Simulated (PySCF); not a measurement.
Molecular orbitals of PbH

UHF at R = 1.861 Å; PySCF, scalar-relativistic core potentials, basis sets H aug-cc-pVDZ, Pb aug-cc-pVDZ-PP with ECP60. State: ²Π (doublet), unpaired electrons π ↑. Only the outer orbitals are listed, counted within each symmetry, core potentials removing the inner ones.

```csv
spin,orbital,occ.,ε (eV),on H (%),main shells (%)
α,1δ,1,-29.63,0,100 Pb d
α,1δ,1,-29.54,0,100 Pb d
α,2π,1,-29.43,0,100 Pb d
α,3σ,1,-29.29,1,99 Pb d
α,2π,1,-29.17,0,100 Pb d
α,4σ,1,-17.29,16,"84 Pb s, 15 H s"
α,5σ,1,-9.52,44,"45 H s, 42 Pb p, 11 Pb s"
α,3π,1,-6.83,0,100 Pb p
α,3π,0,-0.39,0,100 Pb p
β,1δ,1,-29.59,0,100 Pb d
β,2π,1,-29.42,0,100 Pb d
β,1δ,1,-29.38,0,100 Pb d
β,3σ,1,-29.12,1,99 Pb d
β,2π,1,-29.00,0,100 Pb d
β,4σ,1,-15.89,23,"76 Pb s, 22 H s"
β,5σ,1,-9.34,47,"47 H s, 34 Pb p, 19 Pb s"
β,3π,0,-0.05,0,100 Pb p
β,3π,0,0.65,1,99 Pb p
```

Question: Which are the highest filled and the lowest empty level, where do they sit, and how wide is the gap?

Answer: Highest filled α 3π at -6.83 eV (in %: 100 Pb p); lowest empty α 3π at -0.39 eV (in %: 100 Pb p); the gap at UHF is 6.44 eV. Both belong to one degenerate shell, split only by its one-sided filling, so this is no excitation gap.

The bond order (Mayer) is 0.85. The ⟨S²⟩ is 0.761. The charge on H (Mulliken, basis-dependent) is -0.31 and the charge on H (Löwdin, basis-dependent) is -0.35. The dipole moment (positive dipole means H(−)Pb(+)) is 1.07 D. The polarisability along the bond is 62.5 bohr³ and the polarisability across the bond is 53.9 bohr³.

These are scalar-relativistic numbers at best; spin–orbit coupling would shift them, the dissociation energy most. The state is the lowest determinant that a PBE0 search found; another state may lie lower at other levels.
